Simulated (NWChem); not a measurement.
Species: CH2Cl2OSi; SMILES O=C[SiH](Cl)Cl

```xyz
7

O      0.1197    -2.7276     0.0000
C     -0.5093    -1.6894     0.0000
Si     0.4349    -0.0088     0.0000
Cl    -0.1060     1.0426     1.6975
Cl    -0.1060     1.0426    -1.6975
H     -1.6239    -1.6964     0.0000
H      1.8930    -0.2252     0.0000
```
Atoms are numbered in this order, from 1.

Level: B3LYP/6-31G* (spherical d) (NWChem), optimised geometry, unscaled harmonic frequencies. 

Task: List the harmonic frequencies with IR intensities, and the thermochemistry.

Result: 
```csv
frequency (cm⁻¹),IR intensity (km/mol)
26,8.6
152,0.0
160,13.2
183,16.4
318,0.1
521,61.6
570,142.8
721,8.8
782,141.8
790,90.3
892,79.4
1397,18.2
1773,102.6
2325,84.8
2886,101.1
```

| Quantity | Value |
|---|---|
| zero-point energy | 19.3 kcal/mol |
| thermal correction to the enthalpy at 298.15 K (with zero-point energy) | 24.1 kcal/mol |
| heat capacity Cv | 20.3 cal/(mol K) |
| entropy at 298.15 K and 1 atm (symmetry number 1) | 85.8 cal/(mol K) |
| dipole moment | 0.40 D |

Rigid rotor and harmonic oscillator; modes under 100 cm⁻¹ make the entropy uncertain.
